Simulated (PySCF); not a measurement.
## AsH₄: breathing scan

These are results of UPBE0/[As def2-TZVP, H def2-TZVP], no relativity, density fitting, PySCF, not measurements.

Rigid scan from the doublet minimum (As–H 1.511 Å (×2), As–H 1.654 Å (×2); H–As–H 92.2° (×4), H–As–H 96.5°, H–As–H 173.3°). Coordinate: all bonds to the central atom scaled together. Energies in kJ/mol from the minimum.

```tsv
scale of all bonds to the centre	E (kJ/mol)	dipole size (D)	⟨S²⟩
0.88	134.2	0.43	0.76
0.92	53.6	0.38	0.76
0.96	12.1	0.32	0.76
1.00	0.0	0.26	0.76
1.04	9.9	0.20	0.77
1.08	35.9	0.13	0.77
1.14	95.8	0.00	0.78
1.22	198.5	0.18	0.80
1.35	385.9	0.52	0.87
```
